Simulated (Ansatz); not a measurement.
Start from `FC([SiH3])I` and change one atom or group to get `FC(F)[SiH3]`.

Ansatz, PBE0-D4/def2-TZVP geometries, multiplicity 1. 

Elements past krypton have def2 core potentials.  Spin–orbit coupling is left out; it splits and shifts lone-pair levels of the heavy atoms by tenths of an eV.

```csv
property,`FC([SiH3])I`
LUMO energy (PBE/def2-TZVPP) / eV,-2.22
HOMO energy (B3LYP/def2-TZVPP) / eV,-7.26
LUMO energy (B3LYP/def2-TZVPP) / eV,-1.57
HOMO–LUMO gap (PBE/def2-TZVPP) / eV,4.11
LUMO energy (ωB97M-V/def2-TZVPP) / eV,0.60
HOMO–LUMO gap (B3LYP/def2-TZVPP) / eV,5.69
```

Problem. What does the change do to each property? (Best estimate.)

Solution. Computed: 
```json
{"property": "LUMO energy (PBE/def2-TZVPP) / eV", "`FC(F)[SiH3]`": "-0.51", "shift": "1.71"}
{"property": "HOMO energy (B3LYP/def2-TZVPP) / eV", "`FC(F)[SiH3]`": "-8.54", "shift": "-1.28"}
{"property": "LUMO energy (B3LYP/def2-TZVPP) / eV", "`FC(F)[SiH3]`": "0.06", "shift": "1.63"}
{"property": "HOMO–LUMO gap (PBE/def2-TZVPP) / eV", "`FC(F)[SiH3]`": "6.65", "shift": "2.54"}
{"property": "LUMO energy (ωB97M-V/def2-TZVPP) / eV", "`FC(F)[SiH3]`": "1.89", "shift": "1.29"}
{"property": "HOMO–LUMO gap (B3LYP/def2-TZVPP) / eV", "`FC(F)[SiH3]`": "8.59", "shift": "2.90"}
```

With PBE0 the HOMO falls by 1.25 eV and the LUMO rises by 1.63 eV, so the gap widens by about 2.88 eV. PBE moves the HOMO by -0.83 eV and ωB97M-V by -1.41 eV.

Positive LUMOs are unbound, so they and the gaps depend on the basis.

B3LYP here is the variant with VWN-RPA as its local correlation; programs differ in this.
